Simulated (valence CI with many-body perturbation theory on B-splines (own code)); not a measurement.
# Re³⁶⁺ in brief

Calculated by configuration interaction combined with many-body perturbation theory (CI+MBPT): three valence electrons over a frozen Dirac-Fock core [Kr], radial functions for each j: 7 s, 7 p, 8 d, 6 f, 4 g, 1 h, with the one-electron correlation potential Σ1 (screened to all orders), the two-electron term Σ2, the three-electron term Σ3, Breit, model QED; selected single and double excitations, second order for the rest, scaled by the run's own slope (own B-spline code, finite nucleus).

The last digits are not significant, and no measured levels were compared; by estimate large intervals hold to a few tenths of a per cent, small ones and those within an open d or f shell to about a per cent. Only levels of the ground parity were solved; by the run's estimate the other parity begins above the list, which can be wrong where configurations are misplaced.

Levels are named by their leading jj configuration (3d3/2^4 stands for four electrons in 3d with j = 3/2), which in mixed levels can hold well under half, so a name can repeat and another be missing.

Rates and lifetimes use the calculated energies. Strong lines usually hold to 10 to 20 %, long lifetimes can be off by a factor of two.

Q: What is the ground level?

A: (4d3/2^3) J=3/2, composition 49 % 4d3 4F + 36 % 4d3 2D + 10 % 4d3 2P, g = 0.693.

Q: How well does LS coupling describe the low levels?

A: Among the lowest 19 levels the leading LS term, summed over configurations, holds 57 % on average. For single configurations the figures are 57 % in LS and 96 % in jj coupling. Terms mix most in the J = 3/2 level at 18.824 eV, where the leading one holds 40 %.

Q: Name the longest-lived excited levels whose lifetime is computed, and their main decay.

A: (4d3/2^2 4d5/2) J=9/2 at 20.658 eV lives 6.51 s, mostly by M1 to (4d3/2^2 4d5/2) J=7/2.

Q: What is the ionisation energy?

A: 1584.9 eV; NIST lists 1583 ± 5 eV (theoretical).
